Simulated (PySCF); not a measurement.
C2H7FSi3, SMILES [SiH3][SiH2]C#C[SiH2]F. Heavy atoms are numbered as in [F:1][SiH2:2][C:3]#[C:4][SiH2:5][SiH3:6]. Hydrogens are named by the atom that carries them.

Geometry: PBE-D3(BJ)/def2-SVP. This is a generated structure with no PubChem entry under its InChIKey; it may be hypothetical.

Calculation: PBE/pcSseg-1 (PySCF).

GIAO shieldings, no solvent; atoms alike by connectivity are averaged. δ = σ(ref) − σ: ¹⁹F against CFCl3 (σ = 133.6 ppm); ²⁹Si against TMS (σ = 335.4 ppm); ¹³C against TMS (σ = 182.0 ppm); ¹H against TMS (σ = 31.49 ppm), references at their B3LYP-D3(BJ)/def2-TZVP geometries, non-relativistic.

Computed chemical shifts:
```
nucleus       atoms  count  δ (ppm)
-------  ----------  -----  -------
¹⁹F              F1      1   -238.1
²⁹Si     Si2 (SiH2)      1    -32.5
²⁹Si     Si5 (SiH2)      1    -98.0
²⁹Si     Si6 (SiH3)      1   -104.2
¹³C              C3      1    121.6
¹³C              C4      1    118.0
¹H         H on Si2      2     5.72
¹H         H on Si5      2     4.86
¹H         H on Si6      3     4.17
```
